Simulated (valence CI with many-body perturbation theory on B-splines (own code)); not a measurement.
**Cd XXV: one-electron terms**

Computed by configuration interaction combined with many-body perturbation theory (CI+MBPT): six valence electrons over a frozen Dirac-Fock core [Ar], radial functions for each j: 7 s, 7 p, 8 d, 6 f, 4 g, 1 h, with the one-electron correlation potential Σ1, the two-electron term Σ2, the three-electron term Σ3, Breit, model QED; selected CI, second order for the rest, scaled by the run's own slope (own B-spline code, finite nucleus).

No measured levels were compared; by estimate terms of the open shell hold to 2 to 4 % of their energy, and close levels can change places. Core correlation moves these levels by up to 11000 cm⁻¹, and in measured spectra 5 to 20 % of such shifts remained as error; rates that hang on mixing are uncertain with them. Among the levels kept, up to 920 cm⁻¹ of a level comes from second order outside the variational space, and about a tenth of that is noise between levels of different J, which matters for small intervals. Only levels of the ground parity were solved; by the run's estimate the other parity begins above the list, which can be wrong where configurations are misplaced.

These are the spectroscopic orbitals of the CI (the correlating ones are not listed), shaped by the core and the other valence electrons. h is the expectation value of the core's Dirac-Fock operator, without the valence repulsion; Σ1 is computed up to l = 3 at one energy for each symmetry, that of its lowest orbital but kept below the first core excitation, so for empty shells it is not the orbital's own correlation shift; Breit and QED include the response of the core.

| Orbital | h (hartree) | Σ1 (cm⁻¹) | Breit (cm⁻¹) | QED (cm⁻¹) | ⟨r⟩ (bohr) |
| --- | --- | --- | --- | --- | --- |
| 4s1/2 | -35.334 | -6608 | 2093 | 1509 | 0.7013 |
| 5s1/2 | -21.364 | -2452 | 1011 | 737 | 1.164 |
| 6s1/2 | -14.319 | -1211 | 552 | 407 | 1.751 |
| 4p1/2 | -33.75 | -8094 | 3226 | -85.1 | 0.7064 |
| 5p1/2 | -20.589 | -3014 | 1608 | -40.8 | 1.182 |
| 6p1/2 | -13.885 | -1492 | 896 | -22.4 | 1.782 |
| 4p3/2 | -33.185 | -7780 | 2027 | 64.4 | 0.7197 |
| 5p3/2 | -20.322 | -2957 | 1013 | 33.3 | 1.198 |
| 6p3/2 | -13.737 | -1476 | 588 | 18.9 | 1.802 |
| 3d3/2 | -59.821 | -20814 | 4684 | -512 | 0.3044 |
| 4d3/2 | -30.868 | -8019 | 1516 | -125 | 0.7068 |
| 5d3/2 | -19.211 | -3213 | 740 | -57.9 | 1.215 |
| 3d5/2 | -59.465 | -20154 | 2057 | -314 | 0.3072 |
| 4d5/2 | -30.747 | -7890 | 726 | -67.6 | 0.7102 |
| 5d5/2 | -19.153 | -3155 | 353 | -30.4 | 1.219 |
| 4f5/2 | -28.54 | -14877 | 76.8 | -58.5 | 0.6660 |
| 5f5/2 | -18.16 | -6637 | 37.6 | -30.4 | 1.195 |
| 4f7/2 | -28.507 | -13773 | -135 | -40.4 | 0.6671 |
| 5f7/2 | -18.141 | -6102 | -64.3 | -20.9 | 1.196 |
| 5g7/2 | -17.581 |  | 3.2 | -5.0 | 1.091 |
| 5g9/2 | -17.573 |  | -10.4 | -0.8 | 1.092 |

Among the shells of the start configuration 3d6, Σ1 is largest in size for 3d3/2, where it is 0.16 % of h.

Lowest root of each symmetry, sizes in configuration state functions:

```json
{"J": "0", "Parity": "even", "Roots": "5", "Reference": "26", "Variational": "15642", "Second order": "517548", "Change by selected CI (cm⁻¹)": "-25925", "Change by second order (cm⁻¹)": "-19"}
{"J": "1", "Parity": "even", "Roots": "4", "Reference": "60", "Variational": "33965", "Second order": "940993", "Change by selected CI (cm⁻¹)": "-25256", "Change by second order (cm⁻¹)": "-52"}
{"J": "2", "Parity": "even", "Roots": "8", "Reference": "86", "Variational": "33104", "Second order": "1857327", "Change by selected CI (cm⁻¹)": "-25921", "Change by second order (cm⁻¹)": "-452"}
{"J": "3", "Parity": "even", "Roots": "6", "Reference": "88", "Variational": "32385", "Second order": "2625400", "Change by selected CI (cm⁻¹)": "-24203", "Change by second order (cm⁻¹)": "-669"}
{"J": "4", "Parity": "even", "Roots": "7", "Reference": "77", "Variational": "32445", "Second order": "1833860", "Change by selected CI (cm⁻¹)": "-24586", "Change by second order (cm⁻¹)": "-699"}
{"J": "5", "Parity": "even", "Roots": "2", "Reference": "52", "Variational": "32261", "Second order": "1898163", "Change by selected CI (cm⁻¹)": "-26700", "Change by second order (cm⁻¹)": "-550"}
{"J": "6", "Parity": "even", "Roots": "2", "Reference": "31", "Variational": "32024", "Second order": "1657998", "Change by selected CI (cm⁻¹)": "-26536", "Change by second order (cm⁻¹)": "-245"}
```
